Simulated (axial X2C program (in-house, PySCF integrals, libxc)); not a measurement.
# CoH with a deliberately poor setting

Computed with an in-house all-electron X2C program for linear molecules (integrals from PySCF).

Input:
```json
{"zs": [27, 1], "q": 0, "bas": ["dyall-v3z", "dyall-v3z"], "levels": ["PBE0", "HF", "B97-3", "BHandHLYP"], "cc": false, "r0": 1.43, "npts": 10, "nst": 2, "ntry": 6, "opt": {"auxb": 4.0}}
```
```bash
python so2c.py task.json out
```

Keys: zs atomic numbers; q charge; bas basis sets; levels methods; cc coupled cluster on or off; r0 starting distance in Å; npts points on the curve; nst determinants followed; ntry starts of the search; auxb ratio of fitting exponents. HF also brings MP2.

Problem. One numerical setting was spoiled on purpose. Which, and what came out?

Solution. Density fitting set too sparse. States: spin-free M_S = 1, Λ = 2; 2c Ω = 4. The apparent results, which are not to be taken for properties of CoH:

| Hamiltonian | level | points converged | Re (Å) | ωe (cm⁻¹) | De (eV) | curve-fit residual (μEh) |
| --- | --- | --- | --- | --- | --- | --- |
| spin-free | PBE0 | 10 of 10 | 1.588 | 1854 | 1.76 | 0.14 |
| spin-free | HF | 10 of 10 | 1.677 | 1689 | -1.10 | 0.062 |
| spin-free | MP2 | 10 of 10 | 1.575 | 1906 | 1.71 | 0.11 |
| spin-free | B97-3 | 10 of 10 | 1.601 | 1823 | 1.66 | 0.43 |
| spin-free | BHandHLYP | 10 of 10 | 1.612 | 1818 | 1.06 | 0.15 |
| 2c | PBE0 | 10 of 10 | 1.565 | 1929 | 1.78 | 0.13 |
| 2c | HF | 10 of 10 | 1.703 | 1724 | 0.67 | 0.15 |
| 2c | MP2 | 10 of 10 | 1.627 | 1813 | 0.91 | 0.17 |
| 2c | B97-3 | 10 of 10 | 1.576 | 1897 | 1.71 | 0.075 |
| 2c | BHandHLYP | 10 of 10 | 1.585 | 1832 | 1.24 | 0.24 |
